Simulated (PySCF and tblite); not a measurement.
Values are calculated unless marked as measured or tabulated.
C₇H₆FN, numbered as in [CH2:1]=[CH:2][c:3]1[cH:4][n:5][cH:6][c:7]([F:8])[cH:9]1.

Free energies: B3LYP-D3(BJ)/def2-SVP (IEF-PCM, dichloromethane) on GFN2-xTB structures plus GFN2-xTB thermal terms, symmetry and mirror images included. Conformers within 2.5 kcal/mol (GFN2-xTB free energy) were kept, 3 at most. Run with PySCF (density fitting) and tblite.

Rotational constants are equilibrium values for the commonest isotopes; dipoles come from the energy level named and are polarised by its solvent model.

Torsions listed: C1–C2–C3–C4.

```csv
conformer,shape,symmetry,weight %
1,178°,Cs,66.1
2,3°,Cs,33.9
```

Sets of constants, in random order:

| set | A (MHz) | B (MHz) | C (MHz) | abs μa (D) | abs μb (D) | abs μc (D) |
| --- | --- | --- | --- | --- | --- | --- |
| P | 3002 | 1280 | 897 | 2.31 | 1.37 | 0.01 |
| Q | 3758 | 1136 | 872 | 1.99 | 1.80 | 0.00 |

(1) Match each set to its conformer.

## Answers

(1) P is conformer 1, Q is conformer 2.
